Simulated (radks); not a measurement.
The numbers below are computed, except where a source is named.
Valence configurations of neutral antimony (all share [Kr]). Code: a radial shooting solver on a logarithmic mesh with Libxc functionals. Model: non-relativistic Kohn-Sham, PBE, spin-polarised, spherical densities, point nucleus; open shells are filled with parallel spins first (spin-orbit coupling, left out, can overturn this in heavy ions); relativity is left out, which matters for an element this heavy. Energies are relative to 4d10 5s2 5p3; eigenvalues in eV for spin up.

valence           E (eV)  moment (Bohr magnetons)    e(4d)   e(5p)    e(5s)
4d10 5s2 5p3       0.000                        3  -35.086  -5.533  -12.512
4d10 5s1.5 5p3.5   3.521                        3  -35.754  -5.821  -12.920
4d10 5s1 5p4       7.060                        3  -36.415  -6.105  -13.321
4d10 5p5          15.579                        1  -37.644  -6.170        -
4d9.5 5s2 5p3.5   16.150                        3  -38.469  -6.030  -13.388
4d9 5s2 5p4       33.386                        3  -41.822  -6.494  -14.215
4d9 5s1 5p5       41.045                        3  -43.035  -7.010  -14.939
4d8 5s2 5p5       71.101                        3  -48.473  -7.356  -15.759
4d8 5s1 5p6       79.337                        3  -49.596  -7.833  -16.418
4d7.5 5s1.5 5p6   95.824                        3  -52.328  -7.998  -16.808

NIST lists [Kr] 4d10 5s2 5p3 as the ground configuration; this level of theory agrees among the configurations tried. The energies are those of spherical high-spin densities, not of single terms. Relativity is left out, which favours d and f over s occupation in heavy atoms.
